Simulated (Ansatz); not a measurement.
`I[B]1[S][GeH2]1`, charge 0, multiplicity 1.

(1) Give a relaxed structure at PBE0-D4/def2-TZVP (Ansatz 0.2.0). (Best estimate.)

Answers

(1) Computed: 
Cartesian coordinates in Å:
```
I 2.4201 1.3638 -1.3313
B 0.9954 0.2511 -0.2816
S 1.0065 -1.0743 0.8546
Ge -0.9379 -0.0563 0.1109
H -1.6779 0.5856 1.2888
H -1.8062 -1.0698 -0.6413
```
Point group Cs.
